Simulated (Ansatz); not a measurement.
C$_{2}$H$_{5}$FO$_{2}$Si (`O=COC(F)[SiH3]`). Charge 0, multiplicity 1. The geometry is a stationary point of PBE0-D4/def2-TZVP. It is one conformer, not always the lowest.

```xyz
11

O    -1.843    1.954   -0.240
C    -1.828    0.880   -0.752
O    -0.815   -0.012   -0.695
C     0.348    0.390   -0.005
F     1.169    1.043   -0.896
Si    1.226   -1.171    0.663
H    -2.645    0.444   -1.343
H     0.074    1.115    0.767
H     2.479   -0.740    1.329
H     1.515   -2.080   -0.471
H     0.321   -1.822    1.643
```

Question: What is the dipole moment at PBE/def2-TZVPP? (An estimate is asked.)

Answer: The calculation gave: 2.05 D, with components (-0.20, -1.97, 0.55) D in this frame, pointing from negative to positive charge.

Question: And with r2SCAN, B3LYP, ωB97M-V? (An estimate is asked.)

Answer: The calculation gave: r2SCAN 2.17 D, B3LYP 2.25 D, ωB97M-V 2.25 D.

Question: Give the Mulliken charges with PBE, r2SCAN, B3LYP in def2-TZVPP. (An estimate is asked.)

Answer: The calculation gave: 
| atom | PBE | r2SCAN | B3LYP |
| --- | --- | --- | --- |
| O1 | -0.23 | -0.30 | -0.27 |
| C2 | 0.16 | 0.28 | 0.21 |
| O3 | -0.17 | -0.24 | -0.25 |
| C4 | 0.18 | 0.20 | 0.21 |
| F5 | -0.18 | -0.21 | -0.22 |
| Si6 | 0.20 | 0.29 | 0.27 |
| H7 | 0.08 | 0.07 | 0.11 |
| H8 | 0.07 | 0.07 | 0.09 |
| H9 | -0.04 | -0.05 | -0.05 |
| H10 | -0.03 | -0.05 | -0.04 |
| H11 | -0.04 | -0.06 | -0.05 |

B3LYP here is the variant with VWN-RPA as its local correlation; programs differ in this.

Results of the Gaussian-basis code of Ansatz.
